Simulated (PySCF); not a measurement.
BFH2S. Atoms are numbered in the order given.

```xyz
5

B     -0.5410    -0.6003     0.0000
F      0.2886    -1.6357     0.0000
H     -1.7146    -0.7912     0.0000
S      0.1764     1.0510     0.0000
H     -0.9995     1.6990     0.0000
```

Geometry: B3LYP-D3(BJ)/def2-TZVP. One conformer was computed; it need not be the lowest.

All values below come from M06-2X/def2-TZVPD (PySCF).

Symmetry labels are those of the subgroup Cs that the program uses (full group Cs).

Task: List the valence orbital energies around the gap with their symmetry. (The exact figures need the calculation; the answer reports its results.)

Result: 
| orbital | symmetry | energy (eV) |
|---|---|---|
| HOMO−7 | A' | -23.00 |
| HOMO−6 | A' | -17.90 |
| HOMO−5 | A' | -15.96 |
| HOMO−4 | A" | -15.30 |
| HOMO−3 | A' | -14.07 |
| HOMO−2 | A' | -12.93 |
| HOMO−1 | A' | -10.52 |
| HOMO | A" | -9.52 |
| LUMO | A' | -0.03 |
| LUMO+1 | A" | 0.09 |
| LUMO+2 | A' | 0.67 |
| LUMO+3 | A' | 0.76 |
